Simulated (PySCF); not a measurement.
H6Mo, SMILES [MoH6-], charge -1, multiplicity 2.

Geometry: r2SCAN-D4/def2-TZVPD. A frequency run showed that this geometry is not a minimum. The multiplicity is an assumed one; other spin states were not compared. The def2 effective core potentials stand for the cores of Mo; spin–orbit coupling is left out.

Computed with r2SCAN/def2-TZVPD in PySCF.

 A positive occupied level means that this level leaves the electron formally unbound; only the finite basis holds it.

Computed frontier levels, dipole moment and polarisability:
```
Item                                                                Value
------------------------------------------------  -----------------------
α spin, highest occupied and lowest empty level          0.36 and 2.14 eV
β spin, highest occupied and lowest empty level         -0.90 and 2.40 eV
dipole moment about the centre of nuclear charge                   2.78 D
mean static polarisability                          75.2 bohr³ (11.15 Å³)
polarisability, principal values                   63.0, 73.2, 89.4 bohr³
⟨S²⟩                                              0.768 (pure state 0.75)
```
